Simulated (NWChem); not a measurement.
# CH₃Cl₂Ga; SMILES [Cl][Ga]([Cl])[CH3]

Computed with NWChem. Coordinates come from a B3LYP/6-31G* (spherical d) optimisation.

Problem. Predict the results for PBE/def2-SVP. Quantities: highest occupied level (eV); orbital gap (eV); dipole (D).

Solution. 
* **highest occupied level (eV)**: -7.26
* **orbital gap (eV)**: 5.37
* **dipole (D)**: 2.78
